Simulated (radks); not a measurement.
Spherical jellium clusters: N electrons in a uniform positive sphere of charge N and radius rs N^(1/3), rs = 5.27 bohr. Calculated with a radial shooting solver with Libxc functionals: non-relativistic Kohn-Sham, PBE, spin-polarised, spherical densities. Levels are named by radial order and angular momentum (1s, 1p, 1d, 2s, ...), and open shells are averaged over m.

N = 3, configuration 1s2 1p(up 1, down 0). This is the lowest configuration that the search found. Occupied and some empty levels:

level    occupation  eigenvalue (eV)  <r> (bohr)
1s up             1          -3.0724       5.602
1s down           1          -2.8169       5.213
1p up             1          -1.9512       6.950
1p down           0          -1.5375       6.932
1d up             0         -0.69168       8.876

Energy (eV): total -4.65143, kinetic 3.4681, external -37.732, Hartree 18.588, exchange-correlation -8.3091, background 19.333.
